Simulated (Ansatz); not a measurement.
Input for Ansatz (a quantum-chemistry and plane-wave program): R-B3LYP-D3(BJ)/def2-TZVP on CH5ClS (a complex).

Ansatz 0.2 input:
```yaml
crystal:
  periodic: [false, false, false]
  atoms:
    - {symbol: S, position_ang: [-0.39737936, 0.17420370, -0.37243042]}
    - {symbol: H, position_ang: [-0.00442914, 1.44041003, -0.34361106]}
    - {symbol: H, position_ang: [0.51096977, -0.18358530, 0.52899674]}
    - {symbol: C, position_ang: [-0.83425671, -0.71913086, 3.31126501]}
    - {symbol: Cl, position_ang: [0.91366682, -0.52899651, 3.05126052]}
    - {symbol: H, position_ang: [-1.34246054, -0.52840812, 2.37079988]}
    - {symbol: H, position_ang: [-1.01608912, -1.73558823, 3.64612748]}
    - {symbol: H, position_ang: [-1.14232212, -0.00391412, 4.06750331]}
basis:
  gaussian:
    orbitals: def2-TZVP
hamiltonian:
  xc: b3lyp
  dispersion: d3bj
relax: {f_tol: 0.004, max_steps: 120}
scf: {lower_state_search: off}
```

It printed:

```
WARN ansatz: RAYON_NUM_THREADS=1 ignored (pool sized by the plan → 1); use --threads N
Functional definition: B3LYP
these checks for a lower state are left out or cut short: stability, starts, cluster_reference, orbital_swaps, neighbouring_geometries, increment
integrals: 0.05 GiB planned
934 factors; their error is unknown
mean field: 0.45 GiB planned
mean field evaluation 1: about -24474.7244 eV, gradient 4.3e1 eV
mean field evaluation 2: about -24472.4212 eV, gradient 5.1e1 eV
mean field evaluation 4: about -24478.8781 eV, gradient 1.4e0 eV
mean field evaluation 8: about -24478.9193 eV, gradient 2.7e-1 eV
mean field evaluation 16: about -24478.9194 eV, gradient 8.9e-6 eV
mean field -24478.91938181 eV, -899.5836948739 hartree, gradient 8.9e-6 eV, S^2 0.000000; 0 other end points of the search recorded, 0 dependent functions left out
the calculation of the forces begins
reference -24478.91963580 eV, -899.5837042079 hartree; 22, 22 occupied and 113, 113 virtual orbitals, 934 factors
relax step   1: F+E_penalty+E_count = -24479.15026527 eV  Δ(F+E_penalty+E_count) = +0.000e0 eV  max|allowed force component| = 4.336e-1 eV/Å  Δτ_max = 0.0000 Å  (14 SCF iters, accepted)
these checks for a lower state are left out or cut short: stability, starts, cluster_reference, orbital_swaps, neighbouring_geometries, increment
integrals: 0.05 GiB planned
934 factors; their error is unknown
mean field: 0.45 GiB planned
mean field -24478.94527165 eV, -899.5846463081 hartree, gradient 2.0e-6 eV, S^2 0.000000; 0 other end points of the search recorded, 0 dependent functions left out
the calculation of the forces begins
reference -24478.94553036 eV, -899.5846558156 hartree; 22, 22 occupied and 113, 113 virtual orbitals, 934 factors
relax step   2: F+E_penalty+E_count = -24479.15960631 eV  Δ(F+E_penalty+E_count) = -9.341e-3 eV  max|allowed force component| = 3.024e-1 eV/Å  Δτ_max = 0.1939 Å  (18 SCF iters, accepted)
these checks for a lower state are left out or cut short: stability, starts, cluster_reference, orbital_swaps, neighbouring_geometries, increment
integrals: 0.05 GiB planned
934 factors; their error is unknown
mean field: 0.45 GiB planned
mean field -24478.94379859 eV, -899.5845921742 hartree, gradient 1.7e-6 eV, S^2 0.000000; 0 other end points of the search recorded, 0 dependent functions left out
the calculation of the forces begins
reference -24478.94405460 eV, -899.5846015825 hartree; 22, 22 occupied and 113, 113 virtual orbitals, 934 factors
relax step   3: F+E_penalty+E_count = -24479.16681179 eV  Δ(F+E_penalty+E_count) = -7.205e-3 eV  max|allowed force component| = 2.958e-1 eV/Å  Δτ_max = 0.1160 Å  (18 SCF iters, accepted)
these checks for a lower state are left out or cut short: stability, starts, cluster_reference, orbital_swaps, neighbouring_geometries, increment
integrals: 0.05 GiB planned
934 factors; their error is unknown
mean field: 0.45 GiB planned
mean field evaluation 32: about -24478.9051 eV, gradient 1.3e0 eV
mean field -24478.94858293 eV, -899.5847679953 hartree, gradient 2.2e-6 eV, S^2 0.000000; 0 other end points of the search recorded, 0 dependent functions left out
the calculation of the forces begins
reference -24478.94883916 eV, -899.5847774116 hartree; 22, 22 occupied and 113, 113 virtual orbitals, 934 factors
relax step   4: F+E_penalty+E_count = -24479.17012390 eV  Δ(F+E_penalty+E_count) = -3.312e-3 eV  max|allowed force component| = 1.284e-1 eV/Å  Δτ_max = 0.0327 Å  (19 SCF iters, accepted)
these checks for a lower state are left out or cut short: stability, starts, cluster_reference, orbital_swaps, neighbouring_geometries, increment
integrals: 0.05 GiB planned
934 factors; their error is unknown
mean field: 0.45 GiB planned
mean field -24478.94635738 eV, -899.5846862079 hartree, gradient 1.1e-6 eV, S^2 0.000000; 0 other end points of the search recorded, 0 dependent functions left out
the calculation of the forces begins
reference -24478.94661253 eV, -899.5846955846 hartree; 22, 22 occupied and 113, 113 virtual orbitals, 934 factors
relax step   5: F+E_penalty+E_count = -24479.17145202 eV  Δ(F+E_penalty+E_count) = -1.328e-3 eV  max|allowed force component| = 2.423e-2 eV/Å  Δτ_max = 0.0988 Å  (18 SCF iters, accepted)
these checks for a lower state are left out or cut short: stability, starts, cluster_reference, orbital_swaps, neighbouring_geometries, increment
integrals: 0.05 GiB planned
934 factors; their error is unknown
mean field: 0.45 GiB planned
mean field -24478.93308803 eV, -899.5841985683 hartree, gradient 2.3e-6 eV, S^2 0.000000; 0 other end points of the search recorded, 0 dependent functions left out
the calculation of the forces begins
reference -24478.93334396 eV, -899.5842079737 hartree; 22, 22 occupied and 113, 113 virtual orbitals, 934 factors
relax step   6: F+E_penalty+E_count = -24479.15705500 eV  Δ(F+E_penalty+E_count) = +1.440e-2 eV  max|allowed force component| = 5.069e-1 eV/Å  Δτ_max = 0.0663 Å  (19 SCF iters, rejected (line search))
these checks for a lower state are left out or cut short: stability, starts, cluster_reference, orbital_swaps, neighbouring_geometries, increment
integrals: 0.05 GiB planned
934 factors; their error is unknown
mean field: 0.45 GiB planned
mean field -24478.94786674 eV, -899.5847416761 hartree, gradient 2.3e-6 eV, S^2 0.000000; 0 other end points of the search recorded, 0 dependent functions left out
the calculation of the forces begins
reference -24478.94812231 eV, -899.5847510678 hartree; 22, 22 occupied and 113, 113 virtual orbitals, 934 factors
relax step   7: F+E_penalty+E_count = -24479.17210829 eV  Δ(F+E_penalty+E_count) = -6.563e-4 eV  max|allowed force component| = 9.259e-3 eV/Å  Δτ_max = 0.0331 Å  (18 SCF iters, accepted)
these checks for a lower state are left out or cut short: stability, starts, cluster_reference, orbital_swaps, neighbouring_geometries, increment
integrals: 0.05 GiB planned
934 factors; their error is unknown
mean field: 0.45 GiB planned
mean field evaluation 64: about -24478.9491 eV, gradient 1.9e-3 eV
mean field -24478.94906158 eV, -899.5847855854 hartree, gradient 2.3e-6 eV, S^2 0.000000; 0 other end points of the search recorded, 0 dependent functions left out
the calculation of the forces begins
reference -24478.94931764 eV, -899.5847949956 hartree; 22, 22 occupied and 113, 113 virtual orbitals, 934 factors
relax step   8: F+E_penalty+E_count = -24479.17237976 eV  Δ(F+E_penalty+E_count) = -2.715e-4 eV  max|allowed force component| = 6.135e-3 eV/Å  Δτ_max = 0.0311 Å  (18 SCF iters, accepted)
these checks for a lower state are left out or cut short: stability, starts, cluster_reference, orbital_swaps, neighbouring_geometries, increment
integrals: 0.05 GiB planned
934 factors; their error is unknown
mean field: 0.45 GiB planned
mean field -24478.94884622 eV, -899.5847776712 hartree, gradient 2.2e-6 eV, S^2 0.000000; 0 other end points of the search recorded, 0 dependent functions left out
the calculation of the forces begins
reference -24478.94910223 eV, -899.5847870793 hartree; 22, 22 occupied and 113, 113 virtual orbitals, 934 factors
relax step   9: F+E_penalty+E_count = -24479.17242645 eV  Δ(F+E_penalty+E_count) = -4.669e-5 eV  max|allowed force component| = 4.300e-3 eV/Å  Δτ_max = 0.0091 Å  (19 SCF iters, accepted)
these checks for a lower state are left out or cut short: stability, starts, cluster_reference, orbital_swaps, neighbouring_geometries, increment
integrals: 0.05 GiB planned
934 factors; their error is unknown
mean field: 0.45 GiB planned
mean field -24478.94875034 eV, -899.5847741474 hartree, gradient 2.2e-6 eV, S^2 0.000000; 0 other end points of the search recorded, 0 dependent functions left out
the calculation of the forces begins
reference -24478.94900645 eV, -899.5847835595 hartree; 22, 22 occupied and 113, 113 virtual orbitals, 934 factors
relax step  10: F+E_penalty+E_count = -24479.17245361 eV  Δ(F+E_penalty+E_count) = -2.717e-5 eV  max|allowed force component| = 2.557e-2 eV/Å  Δτ_max = 0.0240 Å  (19 SCF iters, accepted)
these checks for a lower state are left out or cut short: stability, starts, cluster_reference, orbital_swaps, neighbouring_geometries, increment
integrals: 0.05 GiB planned
934 factors; their error is unknown
mean field: 0.45 GiB planned
mean field -24478.94880907 eV, -899.5847763060 hartree, gradient 2.2e-6 eV, S^2 0.000000; 0 other end points of the search recorded, 0 dependent functions left out
the calculation of the forces begins
reference -24478.94906524 eV, -899.5847857199 hartree; 22, 22 occupied and 113, 113 virtual orbitals, 934 factors
relax step  11: F+E_penalty+E_count = -24479.17247443 eV  Δ(F+E_penalty+E_count) = -2.082e-5 eV  max|allowed force component| = 8.192e-3 eV/Å  Δτ_max = 0.0036 Å  (20 SCF iters, accepted)
these checks for a lower state are left out or cut short: stability, starts, cluster_reference, orbital_swaps, neighbouring_geometries, increment
integrals: 0.05 GiB planned
934 factors; their error is unknown
mean field: 0.45 GiB planned
mean field -24478.94866296 eV, -899.5847709364 hartree, gradient 2.2e-6 eV, S^2 0.000000; 0 other end points of the search recorded, 0 dependent functions left out
the calculation of the forces begins
reference -24478.94891919 eV, -899.5847803528 hartree; 22, 22 occupied and 113, 113 virtual orbitals, 934 factors
relax step  12: F+E_penalty+E_count = -24479.17248677 eV  Δ(F+E_penalty+E_count) = -1.234e-5 eV  max|allowed force component| = 4.083e-3 eV/Å  Δτ_max = 0.0076 Å  (19 SCF iters, accepted)
these checks for a lower state are left out or cut short: stability, starts, cluster_reference, orbital_swaps, neighbouring_geometries, increment
integrals: 0.05 GiB planned
934 factors; their error is unknown
mean field: 0.45 GiB planned
mean field evaluation 96: about -24478.9107 eV, gradient 8.4e-4 eV
mean field -24478.94860922 eV, -899.5847689614 hartree, gradient 2.2e-6 eV, S^2 0.000000; 0 other end points of the search recorded, 0 dependent functions left out
the calculation of the forces begins
reference -24478.94886557 eV, -899.5847783823 hartree; 22, 22 occupied and 113, 113 virtual orbitals, 934 factors
relax step  13: F+E_penalty+E_count = -24479.17249576 eV  Δ(F+E_penalty+E_count) = -8.994e-6 eV  max|allowed force component| = 3.079e-3 eV/Å  Δτ_max = 0.0129 Å  (19 SCF iters, accepted)
these checks for a lower state are left out or cut short: stability, starts, cluster_reference, orbital_swaps, neighbouring_geometries, increment
integrals: 0.05 GiB planned
934 factors; their error is unknown
mean field: 0.45 GiB planned
mean field -24478.94826569 eV, -899.5847563371 hartree, gradient 2.2e-6 eV, S^2 0.000000; 0 other end points of the search recorded, 0 dependent functions left out
the calculation of the forces begins
reference -24478.94852204 eV, -899.5847657577 hartree; 22, 22 occupied and 113, 113 virtual orbitals, 934 factors
relax step  14: F+E_penalty+E_count = -24479.17249164 eV  Δ(F+E_penalty+E_count) = +4.127e-6 eV  max|allowed force component| = 2.017e-3 eV/Å  Δτ_max = 0.0150 Å  (19 SCF iters, accepted)
these checks for a lower state are left out or cut short: stability, starts, cluster_reference, orbital_swaps, neighbouring_geometries, increment
integrals: 0.05 GiB planned
934 factors; their error is unknown
mean field: 0.45 GiB planned
mean field -24478.94854118 eV, -899.5847664611 hartree, gradient 2.2e-6 eV, S^2 0.000000; 0 other end points of the search recorded, 0 dependent functions left out
the calculation of the forces begins
reference -24478.94879761 eV, -899.5847758847 hartree; 22, 22 occupied and 113, 113 virtual orbitals, 934 factors
relax step  15: F+E_penalty+E_count = -24479.17249983 eV  Δ(F+E_penalty+E_count) = -8.197e-6 eV  max|allowed force component| = 1.281e-3 eV/Å  Δτ_max = 0.0054 Å  (20 SCF iters, accepted)
Total energy: -24479.17275626 eV, -899.5930062134 hartree
Atom 0 at    -0.316251     0.117837    -0.457296 Å, force     0.000790     0.000992     0.001229 eV/Å
Atom 1 at    -0.229780     1.434630    -0.209792 Å, force    -0.000068    -0.001281    -0.000349 eV/Å
Atom 2 at     0.593133    -0.178912     0.488134 Å, force    -0.000707     0.000398    -0.000671 eV/Å
Atom 3 at    -0.829667    -0.697512     3.301887 Å, force     0.000614    -0.000551    -0.000571 eV/Å
Atom 4 at     0.960589    -0.629640     3.140635 Å, force    -0.000621    -0.000147     0.000053 eV/Å
Atom 5 at    -1.260992    -0.462454     2.333201 Å, force    -0.000025    -0.000123     0.000883 eV/Å
Atom 6 at    -1.101469    -1.700880     3.614633 Å, force     0.000106     0.001073    -0.000089 eV/Å
Atom 7 at    -1.127864     0.031922     4.048509 Å, force    -0.000090    -0.000361    -0.000484 eV/Å
Dipole moment:    -0.272900     0.102272     0.214856 e Å
Checks for a lower state left out: stability, starts, cluster_reference, orbital_swaps, neighbouring_geometries, increment
```

The run converged.

Cost: about 40 core-seconds (a rough figure).
